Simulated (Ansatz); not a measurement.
C$_{2}$H$_{8}$Si$_{2}$ (`[SiH3]/C=C\[SiH3]`), relaxed with RKS PBE0-D4/def2-TZVP in Ansatz 0.2.0 from a PBE-D4/def2-SVP geometry. The force threshold is 0.005 eV/Å; the program also tests the step.

Total charge 0; spin multiplicity 1.

Start:

```xyz
12

Si    0.579   -0.109    1.778
C    -0.908   -0.510    0.685
C    -1.028   -0.279   -0.646
Si    0.276    0.458   -1.794
H     1.320    1.096    1.262
H     0.090    0.176    3.172
H     1.539   -1.271    1.849
H    -1.772   -0.973    1.203
H    -1.985   -0.563   -1.128
H     1.666    0.116   -1.327
H     0.150    1.959   -1.876
H     0.073   -0.101   -3.177
```

Question: By how much does the energy fall, and how many steps does the optimiser take? (An estimate is asked.)

Answer: Ansatz gave: 0.05 eV, in 9 steps.

Question: Which bonds change most? (Best estimate.)

Answer: Computed: Si1–H7 from 1.509 to 1.488 Å; Si4–H11 from 1.508 to 1.488 Å; Si4–H10 from 1.505 to 1.485 Å; Si1–H5 from 1.505 to 1.485 Å.

Question: Give the relaxed structure. (An estimate is asked.)

Answer: The calculation gave: 
```xyz
12

Si    0.581   -0.121    1.754
C    -0.893   -0.514    0.674
C    -1.019   -0.269   -0.635
Si    0.269    0.470   -1.771
H     1.343    1.037    1.220
H     0.089    0.212    3.117
H     1.493   -1.292    1.863
H    -1.741   -0.975    1.184
H    -1.963   -0.543   -1.111
H     1.643    0.171   -1.290
H     0.105    1.944   -1.881
H     0.095   -0.119   -3.125
```
